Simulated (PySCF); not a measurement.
Isomers of C9H8ClN, mass 165.035 u with the commonest isotopes. The calculation used PBE0-D3(BJ)/def2-SVP geometry optimisation, gas phase (PySCF 2.14.0). One conformer each, none proved a minimum here; rigid rotors.

Question: Order these by rotational constant C, smallest first.
A. `[CH2:1]=[C:2]([Cl:3])/[CH:4]=[N:5]\[c:6]1[cH:7][cH:8][cH:9][cH:10][cH:11]1` with C1–C2–C4–N5 27°, C4–N5–C6–C7 -116°
B. `[CH2:1]=[CH:2][c:3]1[cH:4][cH:5][c:6]([Cl:7])[cH:8][c:9]1[N:10]=[CH2:11]` with C1–C2–C3–C4 -20°, C8–C9–N10–C11 45°
C. `c1cn2c(cc(cc2c1)Cl)C`

Answer: B (461.6 MHz), A (472.6 MHz), C (512.2 MHz).

Question: Order these by radius of gyration √(Σ m r²/M), smallest first.
A. `[CH2:1]=[CH:2][c:3]1[cH:4][cH:5][c:6]([Cl:7])[cH:8][c:9]1[N:10]=[CH2:11]` with C1–C2–C3–C4 -20°, C8–C9–N10–C11 45°
B. `[CH2:1]=[C:2]([Cl:3])/[CH:4]=[N:5]\[c:6]1[cH:7][cH:8][cH:9][cH:10][cH:11]1` with C1–C2–C4–N5 27°, C4–N5–C6–C7 -116°
C. `Cc1cc(Cl)cc2cccn12`

Answer: C (2.447 Å), A (2.584 Å), B (2.637 Å).

Question: Order these by rotational constant B, smallest first.
A. `Cc1cc(Cl)cc2cccn12`
B. `[CH2:1]=[CH:2][c:3]1[cH:4][cH:5][c:6]([Cl:7])[cH:8][c:9]1[N:10]=[CH2:11]` with C1–C2–C3–C4 -20°, C8–C9–N10–C11 45°
C. `[CH2:1]=[C:2]([Cl:3])/[CH:4]=[N:5]\[c:6]1[cH:7][cH:8][cH:9][cH:10][cH:11]1` with C1–C2–C4–N5 27°, C4–N5–C6–C7 -116°

Answer: C (496.7 MHz), B (646.8 MHz), A (706.4 MHz).

```
              SMILES  point group  Ia (u·Å²)  Ib (u·Å²)  Ic (u·Å²)      κ  μa (D)  μb (D)  μc (D)
C=C(Cl)/C=N\c1ccccc1           C1     208.80    1017.57    1069.45  -0.98    0.40    1.12    1.21
  C=Cc1ccc(Cl)cc1N=C           C1     327.42     781.32    1094.83  -0.66    0.67    0.66    0.95
  Cc1cc(Cl)cc2cccn12           Cs     274.43     715.48     986.74  -0.71    1.44    1.81    0.00
```
